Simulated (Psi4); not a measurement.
Relaxed torsion scan: C11H10O2, SMILES COc1ccccc1-c1ccco1. Scanned: dihedral C3–C8–C9–O13; all other coordinates were relaxed at GFN2-xTB. Points at φ and −φ are mirror images.

Geometry of the scan point at -100° (Å):
```
23

C      1.6646     2.2927    -0.8961
O      0.6450     1.4151    -0.4866
C      0.9708     0.1266    -0.1949
C      2.2526    -0.4052    -0.2648
C      2.4743    -1.7330     0.0629
C      1.4304    -2.5443     0.4642
C      0.1499    -2.0212     0.5349
C     -0.0941    -0.6992     0.2008
C     -1.4517    -0.1373     0.2869
C     -2.3703     0.1338    -0.6848
C     -3.4950     0.6841    -0.0231
C     -3.1726     0.7120     1.2967
O     -1.9389     0.2183     1.4949
H      1.1742     3.2488    -1.0727
H      2.4269     2.4162    -0.1199
H      2.1397     1.9540    -1.8227
H      3.0876     0.2069    -0.5676
H      3.4774    -2.1291     0.0042
H      1.6095    -3.5766     0.7224
H     -0.6764    -2.6414     0.8489
H     -2.2584    -0.0422    -1.7350
H     -4.4103     1.0119    -0.4723
H     -3.7113     1.0452     2.1616
```

Computed with PBE-D3(BJ)/def2-SVP // GFN2-xTB (Psi4 1.11).

Scanned values (°): -160, -140, -120, -100, -80, -60, -40, -20, 0, 20, 40, 60, 80, 100, 120, 140, 160, 180.

Task: At which scan points does the profile have its minima and maxima, and how high do they lie?

Result: Lower than their neighbours: -40° (6.4 mEh), 40° (6.4 mEh), 180° (0.0 mEh). Higher than their neighbours: -100° (10.8 mEh), 0° (7.0 mEh), 100° (10.8 mEh). The whole profile spans 10.8 mEh.
